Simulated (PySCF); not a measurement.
Si(H)(SH) (H2SSi), SMILES [SiH]S (connectivity only; charge and spin as stated), neutral, multiplicity 1.

Geometry optimised at PBE-D3(BJ)/def2-TZVP.

Lowest vertical singlet excitation by several levels in PySCF, with rough processor times relative to the cheapest run on one machine. Each run also gave further roots (ADC and EOM-CCSD ionised and attached states too); roots are paired by order and the bases differ. EOM-CCSD serves as a yardstick, not as the true value; all levels that ended soundly for this molecule are listed, with differences from unrounded values.

```tsv
level	relative cost
ADC(2)/aug-cc-pVDZ	1
EOM-CCSD/aug-cc-pVDZ	1
TDDFT-LC-ωPBE/def2-TZVPD	1
TDDFT-ωB97X/def2-TZVPD	2
```

Computed S1 at each level and its distance from EOM-CCSD:
| level | S1 (eV) | S1 minus EOM-CCSD (eV) |
|---|---|---|
| ADC(2)/aug-cc-pVDZ | 3.29 | 0.02 |
| EOM-CCSD/aug-cc-pVDZ | 3.28 | 0.00 |
| TDDFT-LC-ωPBE/def2-TZVPD | 3.10 | -0.17 |
| TDDFT-ωB97X/def2-TZVPD | 3.13 | -0.15 |
